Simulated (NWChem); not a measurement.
Molecule: PbBrCl, singlet; SMILES [Cl][Pb][Br]

Low-valent species are run as closed-shell singlets; no triplet was tried in these runs. This build's default masses of Se (78.918 u) and Br (79.917 u) are each other's, which moves their modes by up to 0.6 %. def2 effective core potentials on Pb; no spin-orbit coupling.

Problem. Give the equilibrium geometry at PBE0/def2-SVP with def2 effective core potentials on Pb (NWChem) as a Z-matrix, with the point group.

Solution. point group Cs; any orientation.
```
Pb
Cl 1 2.4829
Br 1 2.6297 2 100.75
```
